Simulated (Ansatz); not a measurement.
One change: `[CH3][SnH2][CH3]` becomes `[CH3][SnH]([CH3])[OH]`.

Ansatz, PBE0-D4/def2-TZVP geometries, multiplicity 1. Each molecule was computed in one conformer, which needn't be the lowest.

Elements past krypton have def2 core potentials.

```
                                      property  `[CH3][SnH2][CH3]`
           HOMO energy (B3LYP/def2-TZVPP) / eV               -7.81
zero-point energy (PBE0-D4/def2-TZVP) / kJ/mol               224.3
         HOMO energy (ωB97M-V/def2-TZVPP) / eV              -10.21
       HOMO–LUMO gap (ωB97M-V/def2-TZVPP) / eV               11.91
size of the dipole moment (PBE/def2-TZVPP) / D                0.81
           HOMO–LUMO gap (PBE/def2-TZVPP) / eV                6.69
```

What does the change do to each property? (Best estimate.)

The calculation gave: 
| property | `[CH3][SnH]([CH3])[OH]` | shift |
| --- | --- | --- |
| HOMO energy (B3LYP/def2-TZVPP) / eV | -7.41 | 0.40 |
| zero-point energy (PBE0-D4/def2-TZVP) / kJ/mol | 240.4 | 16.1 |
| HOMO energy (ωB97M-V/def2-TZVPP) / eV | -9.92 | 0.29 |
| HOMO–LUMO gap (ωB97M-V/def2-TZVPP) / eV | 11.42 | -0.49 |
| size of the dipole moment (PBE/def2-TZVPP) / D | 1.60 | 0.79 |
| HOMO–LUMO gap (PBE/def2-TZVPP) / eV | 5.52 | -1.17 |

With PBE0 the HOMO rises by 0.38 eV and the LUMO falls by 0.35 eV, so the gap narrows by about 0.73 eV. PBE moves the HOMO by 0.69 eV and ωB97M-V by 0.29 eV. The zero-point energy changes by 16.1 kJ/mol with +3 modes. Dipoles are sizes alone; their direction can turn.

B3LYP here is the variant with VWN-RPA as its local correlation; programs differ in this.
